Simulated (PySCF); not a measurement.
# Reading the logs of faulty runs: BH6OSi2

Calculated results; nothing here was measured. They come from PySCF 2.14.0, an open-source quantum chemistry program, on an isolated molecule that a program drew, which may never have been made. The molecule is BH6OSi2 (charge 0, doublet), drawn as the SMILES string `OB[SiH2][SiH2]`.

Each row is a Hartree-Fock (HF) and frozen-core CCSD(T) single point in the cc-pV(D+d)Z basis, meant for a local HF minimum. Run 1 is clean. Each other run has one planted mistake out of seven kinds, and not every kind appears here: one electron removed, one electron added, multiplicity raised by two, geometry at a saddle point, minimal basis STO-3G, one bond length entered in bohr, all coordinates scaled. The reference is restricted for singlets and unrestricted otherwise, and also for a bond in bohr. Adding or removing an electron swaps singlet and doublet. Electrons count all cores. HOMO and LUMO are orbital energies over both spins, the gradient is its largest component, and the lowest frequency (negative if imaginary) is given only where the gradient is small. Bond lengths are over the 9 bonds as drawn. T1 is the CCSD diagnostic: over 0.02 (restricted) or 0.045 (unrestricted) a single reference is doubtful.

Geometry of the clean run:
```xyz
10
BH6OSi2, angstrom
O    -0.0491   -0.9819    1.1928
B     0.0864   -0.5794   -0.0865
Si   -1.3893   -0.7547   -1.5066
Si   -2.3588    1.3433   -2.0028
H    -0.8758   -1.3910    1.3999
H     1.1380   -0.0647   -0.3609
H    -0.8355   -1.3032   -2.7709
H    -2.4852   -1.6541   -1.0468
H    -1.3913    2.3201   -2.5623
H    -3.0454    1.9556   -0.8366
```

| run | electrons | basis functions | <S^2> | HOMO (eV) | LUMO (eV) | gradient (hartree/bohr) | lowest frequency (cm^-1) | mean bond (Å) | longest bond (Å) | T1 | HF (hartree) | CCSD(T) (hartree) | mistake |
|---|---|---|---|---|---|---|---|---|---|---|---|---|---|
| 1 | 47 | 104 | 0.760 | -8.61 | 0.91 | 2.1e-05 | 53 | 1.5401 | 2.364 | 0.0170 | -680.91353 | -681.44223 | no fault |
| 2 | 47 | 104 | 3.768 | -5.71 | -1.70 | 3.2e-02 | - | 1.5401 | 2.364 | 0.0234 | -680.74245 | -681.26308 | multiplicity raised by two |
| 3 | 48 | 104 | 0.000 | -0.90 | 7.13 | 2.8e-02 | - | 1.5401 | 2.364 | 0.0186 | -680.90920 | -681.47072 | one electron added |
| 4 | 47 | 104 | 1.323 | -8.83 | 0.70 | 2.1e-02 | - | 1.7737 | 4.467 | 0.0570 | -680.83579 | -681.35110 | one bond length entered in bohr |
| 5 | 47 | 104 | 0.760 | -8.67 | 0.81 | 3.0e-02 | - | 1.5955 | 2.449 | 0.0177 | -680.90303 | -681.43569 | ? |

**Which mistake was planted in run 5, and what did it cost?**

The mean and the longest bond both change by the same factor, 1.036, and the gradient is no longer small. So the mistake is: all coordinates scaled. Subtracting run 1 and multiplying by 627.51 kcal/mol a hartree, the energy moved by 6.6 kcal/mol in HF and 4.1 kcal/mol in CCSD(T).

Cautions from the logs. Run 4: T1 is over the limit, so its CCSD(T) energy is less reliable.
